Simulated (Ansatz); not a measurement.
`N=C([SeH])[SiH2]Cl` + HCl → `N=C(Cl)[SeH]` + `[SiH3]Cl`  (substitution at a C–Si bond)

Calculated with Ansatz (gas phase, PBE0-D4/def2-TZVP geometries, no zero-point term in ΔE). CBS: MP2 limit from def2 TZ/QZ plus the TZ coupled-cluster correction, frozen cores. This one scheme is used for every species. DFT in def2-TZVPP. B3LYP here is the variant with VWN-RPA as its local correlation; programs differ in this. For Se outer-core shells are correlated without core-valence functions, which leaves a few kJ/mol of doubt a bond. Scalar relativity is left out up to krypton. Each species was taken in one conformer, which may not be the lowest.

| level | ΔE (kJ/mol) | difference from CCSD(T)/CBS |
| --- | --- | --- |
| PBE-D4 | 47.0 | -9.1 |
| r2SCAN-D4 | 47.2 | -8.9 |
| PBE0-D4 | 50.0 | -6.1 |
| B3LYP-D4 | 50.3 | -5.8 |
| ωB97X-V | 47.5 | -8.6 |
| ωB97M-V | 51.3 | -4.8 |
| B2PLYP | 46.7 | -9.4 |
| PBE | 41.8 | -14.3 |
| r2SCAN | 45.5 | -10.6 |
| PBE0 | 45.2 | -10.9 |
| B3LYP | 42.2 | -13.9 |
| HF/def2-TZVPP | 44.8 | -11.3 |
| MP2/def2-TZVPP | 52.8 | -3.3 |
| SCS-MP2/def2-TZVPP | 49.7 | -6.4 |
| CCSD/def2-TZVPP | 55.1 | -1.0 |
| CCSD(T)/def2-TZVPP | 55.1 | -1.0 |
| HF/def2-QZVPP | 44.8 | -11.3 |
| MP2/def2-QZVPP | 53.4 | -2.7 |
| SCS-MP2/def2-QZVPP | 50.5 | -5.6 |
| HF/CBS(def2) | 44.8 | -11.3 |
| MP2/CBS(def2) | 53.9 | -2.2 |
| CCSD/CBS(def2) | 56.1 | 0.0 |
| CCSD(T)/CBS | 56.1 | 0 |

Largest T1 diagnostic among the species: 0.012.

In def2-TZVPP, CCSD(T) changes the Hartree–Fock value by +10.3 kJ/mol (the triples alone add +0.0 kJ/mol) and MP2 by +8.1 kJ/mol. The D4 term adds +8.1 kJ/mol with B3LYP and +4.8 kJ/mol with PBE0; it sums over pairs of atoms, weighted by their polarisabilities, and B3LYP, whose exchange is more repulsive, gets the larger term.
